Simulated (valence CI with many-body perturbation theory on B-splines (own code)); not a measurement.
# Pt LXV: one-electron terms

Method: relativistic CI+MBPT: four valence electrons over a frozen Dirac-Fock core [Ne], a basis of 11 s, 11 p, 9 d, 7 f, 5 g, 2 h, 1 i functions for each j, with the one-electron correlation potential Σ1 (screened to all orders), the two-electron term Σ2, the three-electron term Σ3, Breit, model QED; selected single and double excitations, second order for the rest (own B-spline code, finite nucleus).

The last digits are not significant, and no measured levels were compared; by estimate large intervals hold to a few tenths of a per cent, small ones and those within an open d or f shell to about a per cent.

These are the spectroscopic orbitals of the CI (the correlating ones are not listed), shaped by the core and the other valence electrons. h is the expectation value of the core's Dirac-Fock operator, without the valence repulsion; Σ1 is computed up to l = 3 at one energy for each symmetry, that of its lowest orbital but kept below the first core excitation, so for empty shells it is not the orbital's own correlation shift; Breit and QED include the response of the core.

```tsv
Orbital	h (hartree)	Σ1 (cm⁻¹)	Breit (cm⁻¹)	QED (cm⁻¹)	⟨r⟩ (bohr)
3s1/2	-298.14	-7605	57750	49397	0.1724
4s1/2	-161.9	-2572	22338	19810	0.3200
5s1/2	-101.37	-1182	10628	9692	0.5149
6s1/2	-69.352	-646	5940	5459	0.7553
3p1/2	-291.72	-9995	97194	4069	0.1617
4p1/2	-159.23	-3314	37651	1646	0.3116
5p1/2	-100.03	-1530	18105	819	0.5080
6p1/2	-68.591	-839	10165	465	0.7502
3p3/2	-273.9	-8191	51462	7801	0.1737
4p3/2	-151.93	-2857	20170	3167	0.3277
5p3/2	-96.365	-1348	10977	1584	0.5282
6p3/2	-66.497	-748	6215	904	0.7744
3d3/2	-266.46	-10389	43919	-1174	0.1482
4d3/2	-149.09	-2961	15998	-344	0.3048
5d3/2	-94.969	-1327	7614	-148	0.5074
3d5/2	-262.39	-8885	21045	981	0.1518
4d5/2	-147.34	-2518	7533	530	0.3093
5d5/2	-94.068	-1130	3701	292	0.5130
4f5/2	-145.83	-2516	1649	-268	0.2688
5f5/2	-93.317	-1223	1125	-140	0.4740
4f7/2	-145.07	-2349	512	144	0.2711
5f7/2	-92.926	-1135	346	71.0	0.4766
5g7/2	-92.782		38.5	-67.9	0.4186
5g9/2	-92.554		8.6	51.7	0.4202
```

Among the shells of the start configuration 3s2 3p2, Σ1 is largest in size for 3p1/2, where it is 0.016 % of h.

Lowest root of each symmetry, sizes in configuration state functions:

| J | Parity | Roots | Reference | Variational | Second order | Change by selected CI (cm⁻¹) | Change by second order (cm⁻¹) |
| --- | --- | --- | --- | --- | --- | --- | --- |
| 0 | even | 8 | 39 | 16571 | 34909 | -12607 | 0 |
| 1 | even | 11 | 69 | 39999 | 125035 | -10880 | -4 |
| 2 | even | 16 | 97 | 40000 | 202088 | -11914 | -37 |
| 3 | even | 10 | 70 | 39998 | 182427 | -15129 | -43 |
| 4 | even | 6 | 51 | 40000 | 164301 | -14029 | -41 |
| 5 | even | 2 | 19 | 23054 | 75314 | -13423 | -17 |
| 0 | odd | 4 | 28 | 12427 | 25143 | -10887 | -2 |
| 1 | odd | 8 | 72 | 34687 | 78545 | -13384 | -3 |
| 2 | odd | 10 | 83 | 39996 | 141029 | -10760 | -9 |
| 3 | odd | 6 | 67 | 39996 | 141397 | -16883 | -16 |
| 4 | odd | 2 | 41 | 29082 | 129759 | -14253 | -11 |
